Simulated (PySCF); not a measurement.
## A PySCF run on TlSi⁺

State: ³Π (triplet), unpaired electrons σ ↑, π ↑.

An equivalent input (the run itself took its basis sets from the Basis Set Exchange, started from a PBE0 density and held the occupation σ 9α 8β, πx 4α 3β, πy 3α 3β, δx 1α 1β, δy 1α 1β):

```python
from pyscf import gto, dft
mol = gto.M(atom='Tl 0 0 0; Si 0 0 3.221', basis={'Tl': 'def2-SVP', 'Si': 'def2-SVP'}, ecp={'Tl': 'def2-SVP'},
            charge=1, spin=2, verbose=4, symmetry='C2v')
mf = dft.UKS(mol, xc='M06L')
mf.grids.atom_grid = (80, 434)
mf.grids.prune = dft.gen_grid.treutler_prune
mf.irrep_nelec = {'A1': (10, 9), 'A2': (1, 1), 'B1': (4, 3), 'B2': (3, 3)}
mf.conv_tol = 1e-9
mf.max_cycle = 60
mf.diis_space = 10
mf.kernel()
```

The log (some set-up lines and the per-cycle HOMO/LUMO lines removed):

```
******** <class 'pyscf.dft.uks_symm.SymAdaptedUKS'> ********
method = SymAdaptedUKS
damping factor = 0
level_shift factor = 0
DIIS = <class 'pyscf.scf.diis.CDIIS'>
diis_start_cycle = 1
diis_space = 10
diis_damp = 0
SCF conv_tol = 1e-09
SCF conv_tol_grad = None
SCF max_cycles = 60
number electrons alpha = 18  beta = 16
Set gradient conv threshold to 3.16228e-05
init E= -461.699981585039
cycle= 1 E= -461.701011616737  delta_E= -0.00103  |g|= 0.00736  |ddm|= 0.133
cycle= 2 E= -461.70103725934  delta_E= -2.56e-05  |g|= 0.00467  |ddm|= 0.026
cycle= 3 E= -461.701049846417  delta_E= -1.26e-05  |g|= 0.000417  |ddm|= 0.00853
cycle= 4 E= -461.70105001362  delta_E= -1.67e-07  |g|= 0.000236  |ddm|= 0.00163
cycle= 5 E= -461.701050081788  delta_E= -6.82e-08  |g|= 4.6e-05  |ddm|= 0.000803
cycle= 6 E= -461.701050084421  delta_E= -2.63e-09  |g|= 1.6e-05  |ddm|= 0.000162
cycle= 7 E= -461.701050084801  delta_E= -3.81e-10  |g|= 3.2e-06  |ddm|= 5.29e-05
Extra cycle  E= -461.701050084806  delta_E= -5.17e-12  |g|= 2.45e-06  |ddm|= 1.45e-05
converged SCF energy = -461.701050084806  <S^2> = 2.0038103  2S+1 = 3.0025391
```

Repeating this along the bond gives Re = 3.302 Å and ωe = 110 cm⁻¹.

A point of this curve took 0.63 CPU seconds beside 0.097 for the integrals, on Arm Neoverse V2 (shared host).

Spin–orbit coupling is left out, which matters for elements this heavy, above all for dissociation energies. The state is the lowest determinant that a PBE0 search found; another state may lie lower at other levels.
